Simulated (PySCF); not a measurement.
Al(OH)(OMe)(SH) (CH₅AlO₂S), SMILES C[O][Al]([OH])[SH]. Coordinates come from a PBE-D3(BJ)/def2-SVP optimisation. The structure was generated by enumeration; whether it is a known compound was not checked. The values are those of a single conformer.

Question: Give the equilibrium geometry at PBE-D3(BJ)/def2-SVP (PySCF confirms it by a frequency run) as a Z-matrix, and its point group. (The exact figures need the calculation; the answer reports its results.)

Answer: This is not unique; one that fits is point group Cs.
```
O
C 1 1.4020
H 2 1.1137 1 110.62
H 2 1.1137 3 107.23 1 120.71
H 2 1.1155 3 107.36 4 115.10
Al 1 1.7060 2 137.08 3 -120.67
O 6 1.7121 1 120.57 2 180.00
H 7 0.9702 6 121.48 1 0.00
S 6 2.1900 1 122.10 2 0.00
H 9 1.3638 6 90.82 1 180.00
```
Charge 0, spin multiplicity 1.
